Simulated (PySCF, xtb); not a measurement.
CH3Si, SMILES [SiH]=C (connectivity only; charge and spin as stated), charge +1, multiplicity 1.

xtb with GFN2-xTB at its own geometry gives an orbital gap of 2.41 eV.

Geometry optimised at r2SCAN-D4/def2-TZVP. A frequency run showed that this geometry is not a minimum. The spin state was assumed, not searched. The isomer is the one that the SMILES or the coordinates give; other isomers of the formula were not compared.

Question: What does B3LYP/def2-TZVPD (PySCF) give? (An estimate is asked for; the answer gives what the named calculation found.)

Answer: gap 3.65 eV (levels -13.35 and -9.70 eV).
